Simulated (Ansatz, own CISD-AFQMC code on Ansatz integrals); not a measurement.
C4H4, SMILES `C=C=C=C` (charge 0, multiplicity 1).

Cartesian coordinates (Å):
SMILES: C(=C=C)=C
```xyz
8

C      1.9379     0.1218     0.0958
C      0.6299     0.0397     0.0412
C     -0.6299    -0.0394    -0.0114
C     -1.9379    -0.1217    -0.0659
H      2.4453     0.4704     0.9883
H      2.5572    -0.1562    -0.7496
H     -2.5571     0.1542     0.7802
H     -2.4454    -0.4687    -0.9590
```
Charge 0, spin multiplicity 1.

Frozen-core correlation energies in cc-pVDZ at a geometry from B3LYP-D3(BJ)/def2-TZVP, on an HF energy of -153.70398 Ha (<S^2> = 0.00, restricted and unstable towards unrestricted orbitals). Wave-function levels are from Ansatz, the walk from an own CISD-AFQMC code on Ansatz integrals (time step 0.005/Ha, trial state from CCSD amplitudes, largest double 0.14).

```tsv
level	correlation energy (mHa)
MP2	-512.0
CCSD	-549.2
CCSD(T)	-573.5
```

Q: What correlation energy does phaseless AFQMC give, and where does it lie among these levels?

A: -575.5 ± 0.4 mHa (one standard error). AFQMC minus each level: MP2 -63.5 mHa, CCSD -26.2 mHa, CCSD(T) -2.0 mHa.
